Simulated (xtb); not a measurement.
C2H7O, SMILES C(C)[OH2+], charge +1. All values are semi-empirical tight-binding results from xtb (GFN2-xTB unless named), good for trends rather than for accurate numbers. Geometry optimised at GFN2-xTB. The isomer is the one that the SMILES or the coordinates give; other isomers of the formula were not compared.

Optimised geometry:

Bond lengths (Å): C1–C2 1.507, C1–H4 1.087, C1–H5 1.088, C1–H6 1.088, C2–O3 1.487, C2–H7 1.091, C2–H8 1.091, O3–H9 0.983, O3–H10 0.983. Bond angles (°): C2–C1–H4 108.8, C2–C1–H5 111.8, C2–C1–H6 111.8, H4–C1–H5 107.4, H4–C1–H6 107.4, H5–C1–H6 109.5, C1–C2–O3 111.5, C1–C2–H7 112.4, C1–C2–H8 112.4, O3–C2–H7 105.5, O3–C2–H8 105.5, H7–C2–H8 109.3, C2–O3–H9 109.6, C2–O3–H10 109.6, H9–O3–H10 109.7.
Charge +1, spin multiplicity 1.

Computed properties:
point group as xtb finds it: Cs
orbital gap: 8.99 eV
zero-point energy: 55.6 kcal/mol
G − E(el) at 298.15 K (modified RRHO): 39.5 kcal/mol
static polarisability (D4 model): 31.5 bohr³
solvation energy, GFN2-xTB/ALPB(water): -76.2 kcal/mol
solvation energy, GFN2-xTB/ALPB(toluene): -49.5 kcal/mol

Give the IR lines (harmonic; lines under 4 % of the strongest left out, lines within 3 cm⁻¹ merged). (Estimate from the structure and the level; the computed values follow.)

ν (cm⁻¹): 221 (m), 380 (w), 811 (w), 817 (w), 904 (vs), 999 (w), 1118 (m), 1269 (w), 1392 (m), 1411 (w), 1470 (w), 3236 (s), 3246 (m) (against the strongest line: vs over 80 %, s over 45 %, m over 15 %, w over 4 %, vw less)

Give the atomic charges and the Wiberg bond orders between heavy atoms. (Estimate from the structure and the level; the computed values follow.)

charges (e) C1 -0.15, C2 0.03, O3 -0.22, H4 0.12, H5 0.08, H6 0.08, H7 0.13, H8 0.13, H9 0.40, H10 0.40. Bond orders C1–C2 1.04, C2–O3 0.83.
